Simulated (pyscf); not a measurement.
`[CH3][CH][SiH3]` [doublet] → `[CH3][CH2][SiH2]` [doublet], a hydrogen shift (doublet surface; H–Si broken, C–H formed). Optimised with ωB97X-D3(BJ)/def2-SVP in PySCF. MP2 and CC: frozen core, UHF for open shells. ΔMP2 is the change of the MP2 total energy from the triple- to the quadruple-zeta basis. Energies in kJ/mol from the reactant's lowest minimum found.

GFN2-xTB: tblite. Open shells are spin-unrestricted. 

Question: Quick GFN2-xTB single points give ΔE‡ = 177.9 kJ/mol and ΔE = -22.3 kJ/mol. What does CCSD(T)/def2-TZVPP + ΔMP2(QZVPP) give, and how far is the quick result from it?

Answer: CCSD(T)/def2-TZVPP + ΔMP2(QZVPP) gives ΔE‡ = 168.7 kJ/mol and ΔE = -29.7 kJ/mol. GFN2-xTB lies 9.2 kJ/mol over it in the barrier and 7.4 kJ/mol over it in the reaction energy, so on this step it holds to within 12.6 kJ/mol. CCSD(T)/def2-TZVPP + ΔMP2(QZVPP) has limits of its own. H₃C–CH•–SiH₃ lies 73.8 kJ/mol over its isomer H₃C–SiH•–CH₃ (electronic energy, ωB97M-D3(BJ)/def2-TZVP). H₃C–CH₂–SiH₂• lies 48.9 kJ/mol over its isomer H₃C–SiH•–CH₃ (electronic energy, ωB97M-D3(BJ)/def2-TZVP). This is the saddle that the search found; another between the same sides may lie lower. The CCSD(T) − MP2 part came from Ansatz, without density fitting, on the same reference.
